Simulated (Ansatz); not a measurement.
`[OH][Al]([F])[Cl]` + H• → `[O][Al]([F])[Cl]`• + H₂ at 600 K and 1 bar (hydrogen abstraction from the O–H bond).

Gas-phase electronic energies from Ansatz, PBE0-D4/def2-TZVP geometries. CCSD(T)/CBS is the MP2 limit (def2-TZVPP, def2-QZVPP) plus CCSD(T) − MP2 in def2-TZVPP, frozen cores. This one scheme is used for every species, atoms too. No spin–orbit coupling; open shells (•) take unrestricted orbitals. One conformer a species, not always the lowest.

```
            species  CCSD(T)/CBS energy (Eh)  H − E (kJ/mol)  S (J/(mol·K))
`[OH][Al]([F])[Cl]`               -877.57483            89.3          370.3
                 H•                 -0.50000            12.5          129.3
`[O][Al]([F])[Cl]`•               -876.86532            54.2          362.3
                 H₂                 -1.17544            43.9          150.8
```

H − E and S are ideal-gas, rigid-rotor, harmonic terms from PBE0-D4/def2-TZVP, for one conformer and one mirror image of each species, with the whole ground term of open shells counted as degenerate. The MP2-based limit puts H₂ 0.8 mEh under its directly extrapolated value; such offsets cancel only in part. 1 Eh = 2625.50 kJ/mol, R = 8.31446 J/(mol·K).

Problem. By hand: ΔE, ΔH, ΔS and ΔG.

Solution. ΔE = (-876.86532) + (-1.17544) − (-877.57483) − (-0.50000) = 0.03407 Eh = 89.5 kJ/mol. Δ(H − E) = 54.2 + 43.9 − 89.3 − 12.5 = -3.7, so ΔH = 85.8 kJ/mol. ΔS = 362.3 + 150.8 − 370.3 − 129.3 = 13.5 J/(mol·K). ΔG = 85.8 − 600 × (13.5)/1000 = 77.7 kJ/mol.

Problem. By hand: the equilibrium constant, and the temperature at which ΔG would vanish if ΔH and ΔS stayed fixed.

Solution. log₁₀ K = −ΔG/(RT ln 10) = -6.8. ΔG = 0 at ΔH/ΔS = 6356 K, far beyond where these terms or the molecules hold.

The number of gas molecules stays the same, so ΔS is small and ΔH decides. A doubt of 5 kJ/mol in ΔE shifts log₁₀ K by 0.4 here. Other conformers and mirror images would add mixing entropy, several J/(mol·K) or more a flexible species. These are equilibria of isolated gas molecules and say nothing of rates. Largest T1 diagnostic: 0.013 (customary marks: 0.02 for closed shells, 0.045 for open ones).
